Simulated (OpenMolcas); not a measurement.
A run on Ir3+ among 2 point charges of -2 e arranged as a linear pair (D∞h), 2.44 Å from the ion.
```
   0.0000    0.0000    2.4400  -2.00
   0.0000    0.0000   -2.4400  -2.00
```

```json
{
 "Program": "OpenMolcas",
 "Method": "CASSCF",
 "Basis": "ANO-RCC-VDZP [7s6p4d2f]",
 "Scalar Hamiltonian": "DKH2, point nucleus",
 "Active space": "6 electrons in 5 orbitals (5d)",
 "State averaging": "2S+1 = 5 even, 5 roots; 2S+1 = 3 even, 45 roots; 2S+1 = 1 even, 50 roots",
 "Spin-orbit coupling": "state interaction with AMFI integrals over the reference wave functions"
}
```

59 basis functions. Blocks (2S+1, parity, CSFs, roots kept): 5, even, 5, 5; 3, even, 45, 45; 1, even, 50, 50.

**Question.** How long do the RASSCF and RASSI steps take on 1 thread of Arm Neoverse V2 (shared host)?

**Answer.** About 23 s of wall time, without the integral step.
